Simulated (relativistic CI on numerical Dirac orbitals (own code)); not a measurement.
Spin-allowed bands of a d2 ion in a tetrahedral site, by hand

Problem. A d2 ion in a tetrahedral site has a 3A2 ground term and spin-allowed bands at ν1 = 3100 and ν2 = 5451 cm⁻¹ (from a computed ligand-field model). Find Δ and the Racah parameter B, and predict the third band.

Working.
1. The F term splits into A2 (−1.2Δ), T2 (−0.2Δ) and T1 (+0.6Δ), so ν1 = E(T2) − E(A2) = Δ = 3100 cm⁻¹.
2. T1(F) mixes with T1(P), which lies at 15B, through an element 0.4Δ. The two roots, counted from A2, are ν2,3 = ½(15B + 3Δ) ∓ ½√[(15B − Δ)² + 12BΔ].
3. Solving the lower root for B gives B = (2ν1² + ν2² − 3ν1ν2)/(15ν2 − 27ν1) = -1760899/-1935 = 910 cm⁻¹.
4. The sum of the roots is 15B + 3Δ, so ν3 = 15B + 3ν1 − ν2 = 17499 cm⁻¹ (571 nm).

Check. The bands were computed by exact diagonalisation of the d2 shell with B = 910 and Δ = 3100 cm⁻¹, which gives ν3 = 17499 cm⁻¹. C does not enter the terms of highest spin.
